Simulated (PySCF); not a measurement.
Bonds (- single, = double, # triple, : aromatic): C1-C2, C2#C3, C3-Si4, Si4-C5, C5-C6, C6-C7, C7-Si4. C1 carries H8, H9, H10; Si4 carries H11; C5 carries H12, H13; C6 carries H14, H15; C7 carries H16, H17. H13, H14, H17 are cis to C3 on the ring; H12, H15, H16 are trans to C3 on the ring.

Calculated, not measured (PySCF): σ from GIAO-PBE0/pcSseg-1, structure optimised with GFN2-xTB. One conformer, averaged over atoms made equivalent by symmetry, fast rotation or ring inversion, isolated molecule, relativity neglected.

Referencing at the same level of theory: TMS for $^{13}$C (σref 186.93) and $^{1}$H (σref 31.72) and $^{29}$Si (σref 349.16).

```json
{"atoms": "C3", "nucleus": "$^{13}$C", "count": "1", "Hirshfeld charge": "-0.19", "δ (ppm)": "?"}
{"atoms": "H12/H16", "nucleus": "$^{1}$H", "count": "2", "Hirshfeld charge": "0.03", "δ (ppm)": "1.52"}
{"atoms": "H8/H9/H10", "nucleus": "$^{1}$H", "count": "3", "Hirshfeld charge": "0.06", "δ (ppm)": "2.11"}
{"atoms": "H13/H17", "nucleus": "$^{1}$H", "count": "2", "Hirshfeld charge": "0.04", "δ (ppm)": "1.72"}
{"atoms": "H11", "nucleus": "$^{1}$H", "count": "1", "Hirshfeld charge": "-0.07", "δ (ppm)": "5.17"}
{"atoms": "C6", "nucleus": "$^{13}$C", "count": "1", "Hirshfeld charge": "-0.07", "δ (ppm)": "20.3"}
{"atoms": "C1", "nucleus": "$^{13}$C", "count": "1", "Hirshfeld charge": "-0.09", "δ (ppm)": "?"}
{"atoms": "Si4", "nucleus": "$^{29}$Si", "count": "1", "Hirshfeld charge": "0.38", "δ (ppm)": "-35.1"}
{"atoms": "H14", "nucleus": "$^{1}$H", "count": "1", "Hirshfeld charge": "0.04", "δ (ppm)": "?"}
{"atoms": "H15", "nucleus": "$^{1}$H", "count": "1", "Hirshfeld charge": "0.04", "δ (ppm)": "2.19"}
{"atoms": "C5/C7", "nucleus": "$^{13}$C", "count": "2", "Hirshfeld charge": "-0.16", "δ (ppm)": "?"}
{"atoms": "C2", "nucleus": "$^{13}$C", "count": "1", "Hirshfeld charge": "-0.03", "δ (ppm)": "115.8"}
```

Fill in the missing shifts.

Results:


- C3: 86.0 ppm, alkyne carbon; sp carbons lie upfield of alkene carbons because the cylindrical π system leaves one tensor component strongly shielded
- C5/C7: 16.5 ppm, sp3 CH2 bonded to Si
- C1: 6.1 ppm, propargylic methyl carbon; aliphatic region, no heteroatom directly attached
- H14: 2.24 ppm, hydrogen on an sp3 CH2 in a ring

Shifts are as computed. Against solution values, carbons near 30 ppm lie about +3 ppm off and those near 130 ppm about +5 ppm. Of 1211 compounds with measured shifts, 218 miss one by over three times the rms of a fit or turn the order of signals round; such compounds aren't used in these exercises.
